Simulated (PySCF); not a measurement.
Dipole moment and polarisability of `C/C(F)=C(/C)C#N`

C₅H₆FN.
Structure used (GFN2-xTB), in Å, numbered top down from 1:
```
atom  x, y, z in Å
C1    -1.963   -0.306   -0.169
C2    -0.510   -0.614   -0.156
F3    -0.240   -1.914   -0.408
C4     0.507    0.226    0.070
C5     1.956   -0.168    0.071
C6     0.231    1.586    0.331
N7     0.045    2.697    0.544
H8    -2.471   -0.901    0.592
H9    -2.388   -0.576   -1.136
H10   -2.131    0.749    0.022
H11    2.502    0.412   -0.672
H12    2.397    0.035    1.046
H13    2.059   -1.226   -0.154
```

Level: PBE0/def2-SVPD (PySCF), static field, nuclei fixed, core orbitals frozen in the response. The polarisability tensor in these axes (au):

```
x   72.77  6.66  2.82
y    6.66 78.27  6.94
z    2.82  6.94 47.30
```

Task: Diagonalise the tensor; give its mean and Δα, where Δα² is half the sum of the squared differences of the eigenvalues.

Result: Principal values 45.74, 68.41 and 84.19 au; mean 66.11 au = 9.80 Å³ = 10.90 × 10⁻⁴⁰ C²·m²/J; Δα = 33.48 au (51 % of the mean).

Task: What is the dipole moment, and where does it point?

Result: (-0.25, -2.79, -0.57) D, 2.85 D in size, pointing from the negative to the positive side. Measured along this direction, the outermost atoms are N7 at the negative end and F3 at the positive end.

Task: In TDDFT the mean static polarisability is Σ f/ω² over all singlet excitations (ω in hartree). How much of it do the 6 lowest give? Their energies (eV) and oscillator strengths: 6.24, 0.3917; 6.51, 0.0001; 6.83, 0.0001; 6.94, 0.0010; 7.83, 0.0000; 7.88, 0.0082.

Result: They add up to 7.56 au, 11.4 % of the 66.11 au; the largest single term is 7.44 au, from the state at 6.24 eV. Terms in order: 7.44, 0.00, 0.00, 0.02, 0.00, 0.10 au. Higher excitations give the rest. The strengths listed sum to 0.401.

Task: What would n − 1 = 2πNα be for an ideal gas of these molecules at 400 K and 1 atm, electronic part alone?

Result: N = p/kT = 1.8347 × 10¹⁹ cm⁻³, so n − 1 = 2π × N × 9.80 × 10⁻²⁴ cm³ = 1129 × 10⁻⁶ at long wavelengths.

Task: In a dilute gas of rigid molecules at 250 K, how does the orientational term μ²/3kT compare with the electronic polarisability?

Result: In Gaussian units μ²/3kT = 78.67 Å³ against 9.80 Å³, a ratio of 8.03; the Debye molar polarisation (4π/3)N_A(α + μ²/3kT) is 223.2 cm³/mol, leaving out the vibrational part.

Isolated species at its GFN2-xTB geometry, gas phase.

The run behind these numbers computed excited states as well. Cost: about 50 s of CPU time on one thread; the machine was shared, so the figure is rough.
